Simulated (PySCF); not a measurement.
# A thermochemical cycle for SnBr

MP2 in PySCF with def2-SVP on every atom (core potentials on Sn), for the lowest determinant that a PBE0 search found; no spin–orbit coupling. SnBr, a doublet (π ↑), has De = 3.18 eV to neutral atoms, and SnBr⁺, a singlet (closed shell), has De = 3.58 eV to Sn⁺ + Br.

The adiabatic ionisation energy of SnBr, between the minima, is 6.71 eV.

Problem. Which ionisation energy of the Sn atom does this level give?

Solution. IE(Sn) = IE(molecule) + De(ion) − De(neutral) = 6.71 + 3.58 − 3.18 = 7.11 eV; the measured value is 7.344 eV (NIST ASD).

Correlated steps freeze 13 core orbitals. Correlated levels converge slowly with the basis: in double zeta they bind strong bonds too weakly, by up to about 1 eV, and carry superposition errors of some tenths. Spin–orbit coupling is left out, which matters for elements this heavy, above all for dissociation energies. For an ion De counts to the pair picked by the measured ionisation energies or electron affinities, which need not be the lowest pair at this level. Where the molecule has an RHF reference, its open-shell atoms are computed with UHF. States were picked by a PBE0 search and need not be the measured ground states.
